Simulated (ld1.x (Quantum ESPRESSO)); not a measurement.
## Pseudopotential generation for scandium (Sc): RRKJ, PBE, fully relativistic.

scandium (Sc), norm-conserving RRKJ (Kleinman–Bylander form), made with ld1.x (Quantum ESPRESSO) 7.5 (PBE, fully relativistic). Core [Ar], reference 3d1 4s2 4p0. Waves: 4p (bound, empty): rc 2.90 bohr; 3d (bound): rc 2.80 bohr; 4s (bound): rc 3.10 bohr. Local part: the s channel. Core correction: Bessel-smoothed model core inside 2.25 bohr.

Open shells are filled in proportion to 2j + 1 (rel_dist='average').

What the tests gave:

```json
{"Cutoffs needed": "18 Ry and 21 Ry (the cutoffs (Ry, on a coarse ladder) from which the occupation-weighted sum of valence levels, in a spherical-Bessel basis at the reference potential, stays within 10 and 1 mRy of its value at 400 Ry)", "Ghost test": "no extra level below or beside the all-electron valence levels (p1/2, p3/2, d3/2, d5/2, s, f tested) (spherical-Bessel basis up to 400 Ry, 20 bohr box)", "Largest excitation error": "+227 meV (all-electron minus pseudo) for 3d0 4s2 4p0, out of 7 test configurations"}
```

Generation and tests took about 3.1 s on one core of a shared server CPU.
